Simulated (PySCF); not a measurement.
How methods differ on the electron affinity of Te

Te⁻ [Kr] 4d10 5s2 5p5 (2P) → Te [Kr] 4d10 5s2 5p4 (3P), as a difference of total energies. Computed with PySCF 2.14 in aug-cc-pVTZ-DK3, with scalar relativity by spin-free X2C-1e. Correlated levels: valence: [Kr] 4d10 frozen. The calculations carry no spin-orbit coupling.

| method | electron affinity (eV) |
| --- | --- |
| UHF | 1.059 |
| MP2 (valence) | 1.851 |
| SCS-MP2 (valence) | 1.851 |
| CCSD (valence) | 1.852 |
| CCSD(T) (valence) | 1.916 |

How much does correlation contribute at CCSD(T) (valence)?

1.916 − (1.059) = 0.857 eV, measured against UHF.

A first-order spin-orbit estimate (lowest level to lowest level, LS coupling) adds -0.030 eV.

Errors of the correlated levels include the incompleteness of this basis and the frozen core.

For comparison: 1.971 eV (measured; photodetachment measurements, as compiled on the Wikipedia data page of electron affinities).
